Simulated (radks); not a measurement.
Numerical settings for the boron ion B+, [He] 2s2. All-electron calculation, non-relativistic Kohn-Sham, r2SCAN, spin-polarised, spherical densities, point nucleus; meta-GGA in the generalised Kohn-Sham scheme. Program: a radial shooting solver on a logarithmic mesh with Libxc functionals. The defaults (mesh step 0.008 in ln r, mesh end at 40 bohr or more with all orbitals vanishing there, Anderson mixing 0.5 over 9 steps, residual threshold near 1e-9 with the energy settled to 1e-9 hartree or 1e-11 of itself, here a cap of 65 iterations) give E = -24.316 hartree and 2s at -19.726 eV in 11 iterations. Run on one thread of a shared host, so times are rough (Arm Neoverse N1): 0.09 s of CPU time, 0.09 s wall, 11 iterations on 2476 mesh points. Changes against that run (0 stands for a change within the tolerance of the run):

| setting | iterations | converged | E (mhartree) | e(2s) (meV) | CPU (s) |
|---|---|---|---|---|---|
| mesh step in ln r 0.2 | 65 | no | -1.55e+05 | - | 0.12 |
| mesh step in ln r 0.012 | 11 | yes | 0 | 0 | 0.06 |
| mesh step in ln r 0.003 | 11 | yes | 0 | 0 | 0.22 |
| mesh end (bohr) 2 | 10 | level above zero | +1.72e+03 | +3.03e+04 | 0.06 |
| mesh end (bohr) 5 | 10 | yes | +5.74 | +235 | 0.07 |
| residual threshold 0.001 | 8 | yes | 0 | -0.347 | 0.07 |
| residual threshold 0.01 | 8 | yes | 0 | -0.347 | 0.07 |
| mixing 2.5 | 12 | yes | 0 | 0 | 0.1 |
| linear mixing, mixing 0.8 | 13 | yes | 0 | 0 | 0.09 |
| linear mixing, mixing 0.2 | 65 | no | 0 | +0.00396 | 0.42 |
| mixing history 2 | 12 | yes | 0 | +0.0085 | 0.09 |
| iteration cap 5 | 5 | no | 0 | +3.89 | 0.04 |

Settled on a wrong energy, with an occupied level pushed above zero by the early mesh end: mesh end (bohr) 2 (+1.72 hartree). Apart from these: settings that end as converged yet miss the energy by more than 1 mhartree: mesh end (bohr) 5 (+0.00574 hartree). A mesh that ends early acts as a hard wall.
